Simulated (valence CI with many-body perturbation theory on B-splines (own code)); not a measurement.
Ag41+ in brief

Calculated by valence CI with perturbative core correlation (CI+MBPT): four valence electrons over a frozen Dirac-Fock core [He], a basis of 11 s, 11 p, 10 d, 8 f, 5 g, 2 h functions for each j, with the one-electron correlation potential Σ1, the two-electron term Σ2, the three-electron term Σ3, Breit, model QED; selected CI, second order for the rest, scaled by the run's own slope (own B-spline code, finite nucleus).

The last digits are not significant, and no measured levels were compared; by estimate large intervals hold to a few tenths of a per cent, small ones and those within an open d or f shell to about a per cent. Among the levels kept, up to 760 cm⁻¹ of a level comes from second order outside the variational space, and about a tenth of that is noise between levels of different J, which matters for small intervals.

Levels are named by their leading jj configuration (3d3/2^4 stands for four electrons in 3d with j = 3/2), which in mixed levels can hold well under half, so a name can repeat and another be missing.

Rates and lifetimes use the calculated energies. Strong lines usually hold to 10 to 20 %, long lifetimes can be off by a factor of two.

(1) What is the ground level?

(2) How well does LS coupling describe the low levels?

(3) What is the ionisation energy?

(4) Name the longest-lived excited levels whose lifetime is computed, and their main decay.

(5) Among levels below 332.69 Ry, which E1 lines absorb most strongly from the ground level?

Answers

(1) (2s^2 2p1/2^2) J=0, composition 73 % 2s2 2p2 3P + 27 % 2s2 2p2 1S.

(2) Among the lowest 20 levels the leading LS term, summed over configurations, holds 65 % on average. For single configurations the figures are 65 % in LS and 98 % in jj coupling. Terms mix most in the J = 1 level at 41.46 Ry, where the leading one holds 38 %.

(3) 6562.9 eV; NIST lists 6551 ± 7 eV (semi-empirical).

(4) (2s^2 2p1/2 2p3/2) J=2 at 13.91 Ry lives 27.9 μs, mostly by E2 to (2s^2 2p1/2^2) J=0; (2s^2 2p1/2 2p3/2) J=1 at 12.89 Ry lives 27.3 ns, mostly by M1 to (2s^2 2p1/2^2) J=0; (2s^2 2p3/2^2) J=2 at 27.54 Ry lives 13.4 ns, mostly by M1 to (2s^2 2p1/2 2p3/2) J=1.

(5) to (2s^2 2p1/2 3d3/2) J=1 at 0.3221 nm, f = 1.47; to (2s 2p1/2^2 3p3/2) J=1 at 0.3151 nm, f = 0.395; to (2s 2p1/2^2 2p3/2) J=1 at 3.269 nm, f = 0.143.
